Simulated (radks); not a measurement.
The numbers below are computed, except where a source is named.
Xe II, configuration [Kr] 4d10 5s2 5p(up 3, down 2).

Code: a radial shooting solver on a logarithmic mesh with Libxc functionals. Model: non-relativistic Kohn-Sham, BLYP, spin-polarised, spherical densities, point nucleus; relativity is left out, which matters for an element this heavy.

Energy parts (Ry):
total: -14468.82555
kinetic: 14464.26561
electron-nucleus: -34293.64676
Hartree: 5723.50480
exchange-correlation: -362.94920

Orbitals (lengths in bohr, moments of r in powers of bohr; r(max) is where P^2 peaks):
| orbital | occ. | eigenvalue (Ry) | <1/r> | <r> | <r^4> | r(max) |
|---|---|---|---|---|---|---|
| 1s up | 1 | -2420.961 | 53.47 | 0.02814 | 2.836e-06 | 0.01864 |
| 1s down | 1 | -2420.958 | 53.47 | 0.02814 | 2.836e-06 | 0.01864 |
| 2s up | 1 | -367.7292 | 12.29 | 0.1210 | 0.0005006 | 0.1029 |
| 2s down | 1 | -367.7278 | 12.29 | 0.1210 | 0.0005006 | 0.1029 |
| 2p up | 3 | -346.1159 | 12.30 | 0.1030 | 0.0003249 | 0.08038 |
| 2p down | 3 | -346.1134 | 12.30 | 0.1030 | 0.0003249 | 0.08038 |
| 3s up | 1 | -75.63273 | 4.497 | 0.3205 | 0.02073 | 0.2923 |
| 3s down | 1 | -75.63020 | 4.497 | 0.3205 | 0.02072 | 0.2923 |
| 3p up | 3 | -66.48763 | 4.425 | 0.3107 | 0.01974 | 0.2789 |
| 3p down | 3 | -66.48471 | 4.425 | 0.3107 | 0.01974 | 0.2789 |
| 3d up | 5 | -49.47095 | 4.297 | 0.2812 | 0.01579 | 0.2266 |
| 3d down | 5 | -49.46817 | 4.297 | 0.2812 | 0.01579 | 0.2266 |
| 4s up | 1 | -14.10430 | 1.852 | 0.7466 | 0.5805 | 0.6882 |
| 4s down | 1 | -14.09841 | 1.852 | 0.7466 | 0.5800 | 0.6883 |
| 4p up | 3 | -10.85848 | 1.752 | 0.7776 | 0.7173 | 0.7050 |
| 4p down | 3 | -10.85234 | 1.753 | 0.7775 | 0.7159 | 0.7050 |
| 4d up | 5 | -5.28538 | 1.519 | 0.8711 | 1.319 | 0.7452 |
| 4d down | 5 | -5.27708 | 1.521 | 0.8701 | 1.309 | 0.7453 |
| 5s up | 1 | -2.01392 | 0.6854 | 1.897 | 24.74 | 1.679 |
| 5s down | 1 | -1.96682 | 0.6863 | 1.898 | 24.98 | 1.674 |
| 5p up | 3 | -1.25654 | 0.5846 | 2.207 | 48.57 | 1.891 |
| 5p down | 2 | -1.21038 | 0.5823 | 2.220 | 50.48 | 1.890 |

The highest occupied level is 5p down at -16.468 eV. Spin moment in Bohr magnetons: 1. Virial ratio -V/T = 2.00032.
